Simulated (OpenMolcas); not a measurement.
**Ir3+ in Cs2NaYCl6: curves along the breathing mode**

Ir3+ with its 6 nearest chloride ions, on the Y site of Cs2NaYCl6 (a = 10.7396 Å, distance in the model lattice 2.619 Å). The rest of the host is ab initio model potentials to 7.6 Å, with orthogonalisation functions on the cations behind the ligands, and point charges beyond; the distance is set by hand and nothing relaxes. Ligand basis ANO-RCC-VDZP.

```json
{"Program": "OpenMolcas 26.06", "Method": "SS-CASPT2, IPEA 0.25 Eh, imaginary shift 0.1 Eh (closed shells correlated: 5s 5p and the ligand valence shells)", "Basis": "ANO-RCC-VDZP [7s6p4d2f]", "Scalar Hamiltonian": "DKH2, point nucleus", "Active space": "6 electrons in 5 orbitals (5d)", "State averaging": "2S+1 = 5 even, 5 roots; 2S+1 = 3 even, 45 roots; 2S+1 = 1 even, 50 roots", "Spin-orbit coupling": "RASSI with atomic mean-field integrals over the reference wave functions"}
```

Spin-free energies (labels of O, the rotations of Oh) in cm-1 above the lowest fitted minimum, as all ligands move together:

```csv
R (Å),1A1,1T2,5T2,3E,1E,5E,3A2
2.338,20,29850,38100,48980,49310,64730,58260
2.393,880,28890,33790,45320,45640,58320,54700
2.448,3680,29620,32240,44100,44400,54680,53490
2.503,8040,31880,32800,44920,45180,53410,54270
2.558,13660,35820,35190,47490,47640,54150,56630
2.613,20320,41040,39160,51530,51560,56610,60390
2.668,27840,47160,44350,56790,56680,60580,65380
```

Cubic fits give the following; the wavenumber is harmonic, with the mass of all moving ligands, small differences in it between states hang on the degree of the fit, a number in brackets counts states of one label, and the table is a selection of at most 14 states with clean curves.

| State | R0 (Å) | Breathing mode (cm-1) | Minimum (cm-1) |
| --- | --- | --- | --- |
| 1A1 | 2.341 | 332 | 0 |
| 1T2 | 2.397 | 307 | 28830 |
| 5T2 | 2.460 | 335 | 32140 |
| 3E | 2.453 | 327 | 44080 |
| 1E | 2.454 | 324 | 44380 |
| 5E | 2.509 | 326 | 53370 |
| 3A2 | 2.454 | 319 | 53480 |
| 1E(2) | 2.448 | 326 | 54970 |
| 1T2(2) | 2.453 | 320 | 57960 |
| 3E(2) | 2.504 | 322 | 61590 |
| 1E(3) | 2.477 | 296 | 63470 |
| 3E(3) | 2.501 | 323 | 67170 |
| 1E(4) | 2.471 | 343 | 73460 |
| 1E(5) | 2.541 | 312 | 94930 |

The minimum of 1T2 is shifted by +0.0558 Å against 1A1 (from the unrounded fits). With M = 212.7 u for the moving shell, the Huang-Rhys factor in this mode is S = M ω ΔR² / 2ħ = 0.01483 × 212.7 × 332 × 0.0558² = 3.26. Only the first shell moves, against a rigid host.

Roots that are degenerate in the reference are averaged as groups; the widest CASPT2 spread within a group is 810 cm-1 (the 3-fold group of multiplicity 1 near 19100 cm-1 above the lowest state of its run, R = 2.448). Shifts and gaps below about the spread of the groups concerned are not significant. Over all roots computed the reference weight is 0.64 to 0.66 in R = 2.338, 0.64 to 0.66 in R = 2.393, 0.64 to 0.66 in R = 2.448, 0.64 to 0.67 in R = 2.503, 0.63 to 0.67 in R = 2.558, 0.63 to 0.67 in R = 2.613, 0.63 to 0.67 in R = 2.668; a low but even weight reflects the number of correlated electrons. Ligand-to-metal charge-transfer states are missing. With no ligand orbital active B as a rule stays too high, so bands that hang on it stand too high and its fall with covalency is understated. With one d shell and no ligand orbital active, 10Dq can be off by a tenth or more. The least metal-like active orbital is 66 % on the metal (Löwdin) and no ligand orbital is active, so the numbers are rough, and ground spin, moment and any spin crossover can be artefacts of this space; highly charged d ions in such sites are as a rule low spin (holds for R = 2.338). The least metal-like active orbital is 68 % on the metal (Löwdin) and no ligand orbital is active, so the numbers are rough, and ground spin, moment and any spin crossover can be artefacts of this space; highly charged d ions in such sites are as a rule low spin (holds for R = 2.393). The least metal-like active orbital is 69 % on the metal (Löwdin) and no ligand orbital is active, so the numbers are rough, and ground spin, moment and any spin crossover can be artefacts of this space; highly charged d ions in such sites are as a rule low spin (holds for R = 2.448). The least metal-like active orbital is 70 % on the metal (Löwdin) and no ligand orbital is active, so the numbers are rough (holds for R = 2.503). The least metal-like active orbital is 71 % on the metal (Löwdin) and no ligand orbital is active, so the numbers are rough (holds for R = 2.558). These CASPT2 states fit no ligand-field parameters well, so their order and spin gaps are uncertain (holds for R = 2.558; R = 2.613; R = 2.668). The least metal-like active orbital is 72 % on the metal (Löwdin) and no ligand orbital is active, so the numbers are rough (holds for R = 2.613; R = 2.668). No measured value stands beside these numbers.
